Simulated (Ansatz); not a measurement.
Frontier orbitals of `FB1CBO1`.

```xyz
8

F     1.742   -1.505   -0.344
B     0.662   -0.775   -0.200
C     0.244    0.537    0.554
B    -0.967    0.207   -0.408
O    -0.527   -1.029   -0.881
H     0.007    0.389    1.612
H     0.816    1.456    0.446
H    -1.977    0.720   -0.780
```

The species carries charge 0 and has multiplicity 1. Geometry: relaxed with PBE0-D4/def2-TZVP. Basis def2-TZVPP, Ansatz.

```json
{"functional": "PBE", "HOMO (eV)": "-7.30", "LUMO (eV)": "-1.81", "gap (eV)": "5.49"}
{"functional": "revPBE", "HOMO (eV)": "-7.24", "LUMO (eV)": "-1.69", "gap (eV)": "5.55"}
{"functional": "PBE0", "HOMO (eV)": "-8.70", "LUMO (eV)": "-0.77", "gap (eV)": "7.93"}
{"functional": "CAM-B3LYP", "HOMO (eV)": "-10.15", "LUMO (eV)": "0.32", "gap (eV)": "10.47"}
{"functional": "ωB97M-V", "HOMO (eV)": "-11.00", "LUMO (eV)": "1.19", "gap (eV)": "12.19"}
{"functional": "HF", "HOMO (eV)": "-12.04", "LUMO (eV)": "2.66", "gap (eV)": "14.70"}
```

From PBE to PBE0 the HOMO moves by −1.40 eV and the LUMO by +1.04 eV, and with ωB97M-V by −3.70 and +3.00 eV, so the gap grows from 5.49 to 12.19 eV with exact exchange. A positive LUMO is unbound and depends on the basis.
